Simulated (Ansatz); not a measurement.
Abridged output of a molecular run in Ansatz:

```
Functional definition: HF
1283 factors; integrals over basis functions are off by at most 1.0e-3 eV
mean field evaluation 1: about -61316.8640 eV, gradient 4.1e1 eV
mean field evaluation 2: about -61317.0268 eV, gradient 4.1e1 eV
mean field evaluation 4: about -61320.8788 eV, gradient 3.6e0 eV
mean field evaluation 8: about -61320.9317 eV, gradient 2.9e-1 eV
mean field -61320.93202849 eV, -2253.5026872264 hartree, gradient 1.3e-6 eV, S^2 0.000000; 0 other end points of the search recorded, 0 dependent functions left out
12 core orbitals not correlated: weight in the atoms' cores, before any rotation towards them, 1.000 or more for the frozen orbitals, at most 0.000 for the correlated occupied ones
reference -61320.93202849 eV, -2253.5026872264 hartree; 17, 17 occupied and 182, 182 virtual orbitals, 1283 factors
second order -23.08556600 eV of doubles, -0.00000000 eV of singles
cycle   1  -22.93648806 eV  change    1.5e-1 eV  update   1.1e-1
cycle   2  -23.52548842 eV  change   -5.9e-1 eV  update   3.2e-2
cycle   3  -23.64563190 eV  change   -1.2e-1 eV  update   1.6e-2
cycle   4  -23.63599272 eV  change    9.6e-3 eV  update   3.6e-3
cycle   5  -23.63441338 eV  change    1.6e-3 eV  update   1.4e-3
cycle   6  -23.63518445 eV  change   -7.7e-4 eV  update   4.1e-4
cycle   7  -23.63507655 eV  change    1.1e-4 eV  update   1.4e-4
cycle   8  -23.63500948 eV  change    6.7e-5 eV  update   5.6e-5
cycle   9  -23.63501928 eV  change   -9.8e-6 eV  update   2.2e-5
perturbative correction -0.89846006 eV, -0.0330177981 hartree
Total energy: -61345.46550783 eV, -2254.4042759627 hartree
```

Its atoms:

Cartesian coordinates in Å:
```
F -1.4611 1.5492 -1.1913
Ge -0.9702 0.0036 -0.5637
C 0.1522 0.0659 0.9894
C 0.9189 -0.2275 -0.3321
H -2.0110 -1.0374 -0.9367
H 0.3353 1.0357 1.4402
H 0.1084 -0.7373 1.7175
H 1.5711 0.5628 -0.6891
H 1.3563 -1.2151 -0.4341
```

Question: Which basis set was used?
A. def2-QZVPP
B. cc-pV(Q+d)Z
C. def2-TZVPPD
D. def2-TZVPP

Answer: D. It gives 211 functions.

Question: Write the keys of the input that set method, charge and spin (a neutral closed shell needs none for the last two).

Answer: 
```yaml
correlation: {method: ccsd_t}
```
